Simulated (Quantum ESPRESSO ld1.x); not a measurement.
Co XII, configuration [He] 2s2 2p5.75 3s2 3p4 4s0.25 (fractional occupations, a model configuration). Method: scalar-relativistic Kohn-Sham, LDA (Slater exchange, Perdew-Wang correlation), spin-polarised, spherical densities, point nucleus; open shells are filled with parallel spins first; computed with ld1.x of Quantum ESPRESSO 7.5.

Normalised radial functions P(r) = r R(r), r in bohr:

```
   r/bohr * 2p down, o 3p up (the largest magnitude, 2.06, reaches the edge; | marks zero, & curves that meet)
  0.00441                             &
 0.004972                             &
 0.005651                             &
 0.006372                             &
 0.007242                             &
 0.008165                             &
 0.009207                             o*
  0.01046                             o*
   0.0118                             o*
  0.01341                             |&
  0.01512                             |o*
  0.01705                             |o*
  0.01937                             |o*
  0.02184                             |o *
  0.02483                             | o *
  0.02799                             | o *
  0.03156                             | o  *
  0.03587                             |  o  *
  0.04044                             |  o    *
  0.04597                             |   o    *
  0.05183                             |    o     *
   0.0589                             |     o      *
  0.06641                             |     o        *
  0.07488                             |      o         *
  0.08511                             |       o          *
  0.09596                             |        o           *
   0.1091                             |         o            *
    0.123                             |         o              *
   0.1386                             |         o               *
   0.1576                             |        o                 *
   0.1777                             |        o                 *
   0.2019                             |      o                  *
   0.2277                             |    o                   *
   0.2588                             | o                    *
   0.2918                            o|                   *
    0.329                        o    |                *
   0.3739                    o        |             *
   0.4215                 o           |         *
   0.4791              o              |      *
   0.5402            o                |    *
   0.6091           o                 |  *
   0.6922            o                | *
   0.7805              o              |*
   0.8871                o            *
        1                   o         *
    1.128                      o      *
    1.282                        o    *
    1.445                          o  *
    1.642                            o*
    1.852                            o*
    2.105                             &
    2.373                             &
    2.676                             &
    3.041                             &
    3.429                             &
    3.897                             &
    4.394                             &
```

2p down: eigenvalue -1092.7 eV, 0 radial nodes, <r> = 0.223 bohr, 90 % of the charge inside 0.364 bohr. 3p up: eigenvalue -331.68 eV, 1 radial node at r = 0.277 bohr, <r> = 0.679 bohr, 90 % of the charge inside 1.01 bohr.
